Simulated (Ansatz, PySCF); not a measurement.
Process, species as SMILES: F[Si](F)(Br)Br [dibromo(difluoro)silane] + 3 [SiH4] (SiH4) -> 2 F[SiH3] + 2 [SiH3]Br [bromosilane]
Each molecule is optimised on its own at B3LYP-D3(BJ)/def2-TZVP (Ansatz, a quantum-chemistry and plane-wave program). Frequencies are from Ansatz or PySCF.
Geometry of the first species:
```
Si
F 1 1.5788
F 1 1.5788 2 107.38
Br 1 2.1872 2 109.17 3 -118.24
Br 1 2.1872 2 109.17 3 118.24
```
Charge 0, spin multiplicity 1.

Wanted: bond separation energy (0 K, with B3LYP-D3(BJ) harmonic zero-point energies), in kcal/mol. Valence correlation only, unless marked. No spin-orbit coupling. The frozen core is the preceding noble-gas configuration, with the filled d and f shells of earlier blocks. No relativistic terms. Basis-set limits of correlation are two-point, X^-3; Hartree-Fock from the larger set.

```csv
level,program,bond separation energy (kcal/mol)
PBE0/def2-SVP,Ansatz,…
PBE0-D3(BJ)/def2-TZVPD,Ansatz + dftd3,…
BHLYP-D3(BJ)/def2-TZVPD,Ansatz + dftd3,7.4
BHLYP-D4/def2-TZVPD,Ansatz + dftd4,8.7
wB97X/def2-TZVPD,Ansatz,8.7
CCSD/def2-SVPD,Ansatz,7.7
"CCSD(T)/CBS(def2-TZVPPD,def2-QZVPPD)",Ansatz,…
```

Question: Complete the blanks.

Answer: 
- PBE0/def2-SVP, bond separation energy (kcal/mol): 11.8
- PBE0-D3(BJ)/def2-TZVPD, bond separation energy (kcal/mol): 9.7
- CCSD(T)/CBS(def2-TZVPPD,def2-QZVPPD), bond separation energy (kcal/mol): 8.9
